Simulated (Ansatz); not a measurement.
CH8AlFSi2, SMILES `[CH3][AlH][SiH](F)[SiH3]`, relaxed with RKS PBE-D4/def2-SVP in Ansatz 0.2.0 from a rough embedded geometry. The force threshold is 0.03 eV/Å; the program also tests the step.

Total charge 0; spin multiplicity 1.

Start:

```xyz
13

C    -0.333   -1.014    2.106
Al   -0.858    0.596    1.164
Si   -0.699    0.615   -1.170
F    -1.757   -0.485   -1.904
Si    1.410    0.181   -1.783
H     0.677   -1.319    1.921
H    -1.030   -1.875    1.795
H    -0.511   -0.886    3.199
H    -1.360    1.927    1.987
H    -1.090    1.994   -1.677
H     1.771   -1.121   -1.230
H     2.279    1.233   -1.204
H     1.503    0.153   -3.204
```

(1) How much energy does the relaxation release, and in how many steps? (Estimate.)

(2) Which bonds change most? (An estimate is asked.)

(3) Give the relaxed structure. (An estimate is asked.)

## Answers

(1) Computed: 0.44 eV, in 27 steps, 3 of them rejected.

(2) Ansatz gave: Al2–Si3 from 2.340 to 2.469 Å; Si3–Si5 from 2.239 to 2.363 Å; Si5–H13 from 1.424 to 1.506 Å; Si5–H11 from 1.460 to 1.507 Å.

(3) Computed: 
```xyz
13

C    -0.938   -1.117    2.399
Al   -0.427    0.470    1.360
Si   -0.569    0.405   -1.104
F    -1.290   -1.030   -1.540
Si    1.532    0.535   -2.177
H    -0.029   -1.588    2.834
H    -1.451   -1.882    1.783
H    -1.594   -0.854    3.257
H     0.143    1.792    2.073
H    -1.402    1.525   -1.694
H     2.467   -0.528   -1.663
H     2.134    1.881   -1.858
H     1.424    0.391   -3.672
```
